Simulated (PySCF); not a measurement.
A geometry optimisation, step by step.

Species: C₄H₇ClGe.
Numbering: `[Cl:1][C@H:2]1[CH:3]=[CH:4][CH2:5][GeH2:6]1` (hydrogens: H7 on C2; H8 on C3; H9 on C4; H10, H11 on C5; H12, H13 on Ge6)

Method: PBE0-D3(BJ)/def2-SVP geometry optimisation, gas phase (PySCF 2.14.0); density fitting, grid level 1; the optimiser is geomeTRIC in internal coordinates, started from a GFN2-xTB structure with every atom displaced at random (about 0.01 Å). The frame can shift and turn from step to step; on so coarse a grid that alone can change the energy by a few meV, and forces under 0.02 eV/Å are noise.

Step 0: E = -73272.0791 eV, largest atomic force 5.199 eV/Å
```
atom  x, y, z in Å  |  force x, y, z in eV/Å
Cl1     2.274   -0.039    1.393    0.114  -0.026   0.041
C2      1.365    0.068   -0.183    0.108   0.273   0.234
C3      0.591   -1.197   -0.369    4.676   0.186  -0.691
C4     -0.663   -1.203   -0.153   -5.153  -0.033   0.690
C5     -1.425    0.043    0.222    0.803   0.188   0.771
Ge6    -0.048    1.465    0.011   -0.076  -1.260  -0.049
H7      2.149    0.208   -0.937   -0.104   0.133  -0.083
H8      1.177   -2.084   -0.617   -0.097  -0.212  -0.027
H9     -1.278   -2.108   -0.221    0.200  -0.178  -0.077
H10    -2.308    0.185   -0.382   -0.560   0.112  -0.505
H11    -1.783   -0.030    1.273    0.121   0.065  -0.236
H12    -0.213    2.298   -1.221   -0.152   0.360  -0.757
H13     0.167    2.376    1.173    0.119   0.392   0.690
```

Step 1: E = -73272.3173 eV, largest atomic force 0.967 eV/Å
```
atom  x, y, z in Å  |  force x, y, z in eV/Å
Cl1     3.415    0.259    1.778   -0.199   0.053  -0.189
C2      2.245    0.385    0.380    0.091  -0.036   0.079
C3      1.468   -0.882    0.235   -0.851   0.026   0.239
C4      0.132   -0.886    0.463    0.957   0.089  -0.109
C5     -0.584    0.374    0.847   -0.204   0.001  -0.068
Ge6     0.822    1.738    0.666   -0.013   0.266  -0.028
H7      2.871    0.586   -0.500    0.054   0.039   0.014
H8      1.991   -1.805   -0.018    0.115  -0.103  -0.045
H9     -0.420   -1.823    0.378   -0.133  -0.111  -0.026
H10    -1.457    0.559    0.194    0.141   0.041   0.051
H11    -0.982    0.307    1.873    0.008   0.006   0.044
H12     0.622    2.601   -0.613    0.040  -0.126   0.211
H13     1.038    2.646    1.900   -0.006  -0.147  -0.173
```

Step 2: E = -73272.3316 eV, largest atomic force 0.280 eV/Å
```
atom  x, y, z in Å  |  force x, y, z in eV/Å
Cl1     3.393    0.276    1.771   -0.024   0.017  -0.004
C2      2.238    0.385    0.375    0.116  -0.017   0.012
C3      1.467   -0.888    0.239   -0.273   0.028   0.055
C4      0.139   -0.886    0.463    0.222  -0.093  -0.051
C5     -0.582    0.373    0.847   -0.063  -0.018   0.012
Ge6     0.821    1.738    0.665   -0.016   0.048  -0.023
H7      2.871    0.590   -0.500   -0.010  -0.003  -0.007
H8      1.998   -1.812   -0.011    0.014   0.026  -0.005
H9     -0.423   -1.823    0.373   -0.029   0.015   0.014
H10    -1.448    0.568    0.193    0.031   0.003  -0.011
H11    -0.981    0.306    1.874    0.016   0.001  -0.008
H12     0.623    2.599   -0.598   -0.006   0.008   0.006
H13     1.045    2.632    1.891    0.022  -0.016   0.010
```

Step 3: E = -73272.3324 eV, largest atomic force 0.153 eV/Å
```
atom  x, y, z in Å  |  force x, y, z in eV/Å
Cl1     3.389    0.284    1.773   -0.004  -0.004   0.007
C2      2.240    0.386    0.375   -0.006   0.018   0.016
C3      1.461   -0.884    0.243    0.067  -0.131  -0.041
C4      0.137   -0.892    0.462    0.022   0.088   0.013
C5     -0.582    0.370    0.844   -0.037  -0.004   0.023
Ge6     0.822    1.739    0.664   -0.036  -0.019  -0.012
H7      2.872    0.588   -0.501   -0.016  -0.021  -0.004
H8      1.998   -1.805   -0.008    0.010   0.004  -0.003
H9     -0.427   -1.829    0.374    0.016   0.030   0.010
H10    -1.444    0.567    0.188   -0.007   0.004  -0.017
H11    -0.980    0.304    1.871   -0.003   0.010  -0.004
H12     0.623    2.603   -0.595   -0.013   0.022  -0.018
H13     1.054    2.626    1.891    0.009   0.004   0.030
```

Step 4: E = -73272.3333 eV, largest atomic force 0.085 eV/Å
```
atom  x, y, z in Å  |  force x, y, z in eV/Å
Cl1     3.386    0.285    1.775    0.002  -0.002   0.003
C2      2.239    0.385    0.375   -0.008   0.019   0.001
C3      1.464   -0.888    0.242    0.072   0.010  -0.009
C4      0.141   -0.889    0.463   -0.084  -0.012   0.011
C5     -0.584    0.371    0.843    0.025   0.007   0.012
Ge6     0.819    1.739    0.663    0.002  -0.016  -0.013
H7      2.872    0.585   -0.501   -0.001  -0.007  -0.003
H8      2.001   -1.809   -0.008   -0.004   0.001   0.003
H9     -0.425   -1.824    0.377    0.002  -0.003   0.001
H10    -1.444    0.567    0.184   -0.002  -0.008  -0.014
H11    -0.982    0.305    1.869   -0.006   0.003  -0.002
H12     0.618    2.607   -0.594   -0.004   0.010  -0.002
H13     1.055    2.623    1.894    0.005  -0.004   0.012
```

Step 5: E = -73272.3335 eV, largest atomic force under 0.02 eV/Å
```
atom  x, y, z in Å  |  force x, y, z in eV/Å
Cl1     3.386    0.286    1.775    0.002   0.001   0.002
C2      2.239    0.385    0.375    0.000   0.004  -0.002
C3      1.465   -0.888    0.243    0.010   0.008   0.000
C4      0.141   -0.890    0.463   -0.016  -0.006   0.004
C5     -0.584    0.371    0.841    0.007   0.000   0.007
Ge6     0.819    1.739    0.663    0.001   0.002  -0.011
H7      2.872    0.585   -0.501    0.000  -0.003  -0.001
H8      2.002   -1.809   -0.006   -0.002   0.000   0.002
H9     -0.425   -1.825    0.379    0.001  -0.003   0.002
H10    -1.443    0.566    0.180    0.003  -0.004  -0.007
H11    -0.984    0.306    1.867   -0.007   0.003  -0.003
H12     0.617    2.609   -0.593   -0.001   0.004   0.006
H13     1.055    2.621    1.896    0.002  -0.008   0.003
```

**Question.** Summarise the path.

**Answer.** The energy falls by 24.54 kJ/mol from step 0 to step 5; nine tenths of that is first reached at step 1. It falls at every step. The largest force goes from 5.199 to under 0.02 eV/Å. Among the bonds C3=C4 changes most, from 1.273 to 1.342 Å; the atoms move by 0.107 Å rms after alignment.

**Question.** Follow the three bonds and two angles with the largest change from start to end.

**Answer.** 
```csv
step,E above end (kJ/mol),largest force (eV/Å),C3=C4 (Å),Ge6–H12 (Å),Ge6–H13 (Å),Ge6–C2–H7 (°),C5–C4–H9 (°)
0,24.54,5.199,1.273,1.497,1.492,118.9,114.5
1,1.56,0.967,1.356,1.556,1.547,113.5,120.0
2,0.18,0.280,1.346,1.541,1.533,113.7,119.4
3,0.11,0.153,1.342,1.539,1.532,113.8,119.4
4,0.02,0.085,1.341,1.540,1.533,113.8,119.0
5,0.00,under 0.02,1.342,1.541,1.534,113.8,119.1
```

The cost below is that of the whole optimisation. Time: 63 s of wall time; peak memory 0.62 GiB. Hardware: one thread, Arm Neoverse V1 (aarch64), no GPU, shared host with 32 logical CPUs at a one-minute load of 20.
